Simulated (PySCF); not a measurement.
C₃H₈O₂Si, SMILES COC[SiH2]C=O.

Geometry: B3LYP-D3(BJ)/def2-SVP. This is a generated structure with no PubChem entry under its InChIKey; it may be hypothetical. Other conformers were not sampled.

Two levels are set side by side: PBE/def2-TZVP (PySCF) and CAM-B3LYP/def2-TZVP (PySCF). Same geometry, gas phase. Differences are taken from unrounded values.

```tsv
quantity	CAM-B3LYP	PBE	PBE minus CAM-B3LYP
orbital gap (eV)	7.98	2.73	-5.25
highest occupied level (eV)	-8.27	-5.41	2.86
lowest empty level (eV)	-0.29	-2.69	-2.39
dipole moment (D)	3.92	3.52	-0.40
mean polarisability (bohr³)	70.3	75.1	4.8
```

PBE's occupied levels lie high since its potential decays too fast outside the molecule; exact exchange lowers them and widens the gap. PBE's more diffuse valence density responds more strongly to a field. Differences between two approximate levels are no errors against the true value.

Rough cost on one machine, each run with all the roots and properties that it gave: CAM-B3LYP against PBE within a factor of 2.
